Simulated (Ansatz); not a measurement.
Other settings, tried on (HBe-mu-H)2 (Be2H4).

```yaml
crystal:
  periodic: [false, false, false]
  atoms:
    - {symbol: Be, position_ang: [-0.458084, 0.893730, 0.084094]}
    - {symbol: H, position_ang: [-1.064177, 2.083149, 0.199925]}
    - {symbol: H, position_ang: [-0.966664, -0.502425, 0.082388]}
    - {symbol: Be, position_ang: [0.457922, -0.893655, -0.085592]}
    - {symbol: H, position_ang: [1.064673, -2.083348, -0.195024]}
    - {symbol: H, position_ang: [0.966329, 0.502549, -0.085792]}
basis:
  gaussian: {orbitals: def2-mTZVPP}
hamiltonian: {xc: {name: CAM-B3LYP}, dispersion: d4}
accuracy: high
scf: {omitted_lower_state_checks: [starts]}
output: {forces: true}
```

```sh
$ ansatz run in.yaml --threads 4 --pin off --events-out ev --progress --plain --max-ram 3916MiB
```

Shortened log:

```
Functional definition: CAM-B3LYP
970 factors; integrals over basis functions are off by at most 3.3e-9 eV
326 factors; integrals over basis functions are off by at most 2.2e-9 eV
mean field evaluation 1: about -865.5788 eV, gradient 8.4e0 eV
mean field evaluation 2: about -865.9098 eV, gradient 1.3e0 eV
mean field evaluation 4: about -865.9169 eV, gradient 2.8e-1 eV
mean field evaluation 8: about -865.9174 eV, gradient 2.6e-4 eV
mean field evaluation 16: about -865.9174 eV, gradient 2.3e-8 eV
mean field -865.91738002 eV, -31.8218767759 hartree, gradient 2.3e-8 eV, S^2 0.000000; 0 other end points of the search recorded, 0 dependent functions left out
reference -865.91739887 eV, -31.8218774685 hartree; 6, 6 occupied and 36, 36 virtual orbitals, 970 factors
Total energy: -865.97962744 eV, -31.8241643265 hartree
Atom 0 at    -0.458084     0.893730     0.084094 Å, force    -0.106213     0.216675     0.021822 eV/Å
Atom 1 at    -1.064177     2.083149     0.199925 Å, force     0.107025    -0.212890    -0.021972 eV/Å
Atom 2 at    -0.966664    -0.502425     0.082388 Å, force     0.143058     0.073665    -0.012220 eV/Å
Atom 3 at     0.457922    -0.893655    -0.085592 Å, force     0.106770    -0.217050    -0.018515 eV/Å
Atom 4 at     1.064673    -2.083348    -0.195024 Å, force    -0.107421     0.213092     0.018132 eV/Å
Atom 5 at     0.966329     0.502549    -0.085792 Å, force    -0.143220    -0.073492     0.012754 eV/Å
Dipole moment:    -0.000231     0.000107    -0.002091 e Å
Checks for a lower state left out: starts
```

It took 0.65 s on 4 threads of Arm Neoverse V2 on a shared host.
